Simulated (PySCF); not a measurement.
Species: 3-methyl-2-cyclohexen-1-one, C7H10O.
Geometry (GFN2-xTB, Å), atoms numbered from 1 in this order:
```
atom  x, y, z in Å
C1     2.404    0.293   -0.199
C2     0.913    0.245   -0.271
C3     0.153    1.331   -0.094
C4    -1.307    1.331   -0.191
O5    -1.971    2.328   -0.002
C6    -1.933    0.006   -0.581
C7    -1.128   -1.168   -0.039
C8     0.305   -1.095   -0.556
H9     2.752   -0.282    0.659
H10    2.837   -0.157   -1.092
H11    2.763    1.313   -0.104
H12    0.601    2.290    0.127
H13   -2.965   -0.017   -0.228
H14   -1.953   -0.032   -1.675
H15   -1.119   -1.127    1.052
H16   -1.590   -2.112   -0.338
H17    0.314   -1.258   -1.640
H18    0.915   -1.881   -0.106
```

NICS = −σ at a ghost point: NICS(0) at the centroid of the ring atoms, NICS(1) 1 Å to either side along the normal of their mean plane, zz for the tensor component along that normal. Level: GIAO PBE0/pcSseg-1 (PySCF, non-relativistic, gas phase) on the GFN2-xTB geometry, one conformer.

Ring bond lengths (Å), with Mayer bond orders in brackets: C2–C3 1.338 (1.71), C3–C4 1.463 (1.06), C4–C6 1.516 (1.00), C6–C7 1.523 (1.03), C7–C8 1.525 (1.04), C8–C2 1.499 (1.02).

Give the NICS values of each ring in ppm.

```json
{"ring": "C2–C3–C4–C6–C7–C8", "type": "6-membered carbocycle; formal bonds 1 double, 5 single", "NICS(0)": "1.9", "NICS(1), two faces": "-2.6 / -0.9", "NICS(1)zz, two faces": "0.4 / 3.1", "rms pucker (Å)": "0.20", "centre to ring atoms, mean (Å)": "1.45"}
```

What do they say, and how far can they be read as aromaticity?

- C2–C3–C4–C6–C7–C8: mean NICS(1)zz 1.8 ppm, near zero. C6, C7, C8 have four or more neighbours, so the value isn't read as a sign of a π ring current.

At the first NICS(1) probe listed for ring C2–C3–C4–C6–C7–C8, 1 Å off the ring, what do the in-plane components average?

The isotropic value is a third of the trace: (3 × -2.6 − (0.4))/2 = -4.1 ppm.

List the ring angles and the Hirshfeld charges of the ring atoms.

- C2–C3–C4–C6–C7–C8: C2 121.4° (+0.044 e), C3 123.9° (-0.079 e), C4 115.4° (+0.146 e), C6 111.4° (-0.079 e), C7 109.8° (-0.066 e), C8 111.1° (-0.067 e); sum 693.0° against 720° for a flat convex ring.
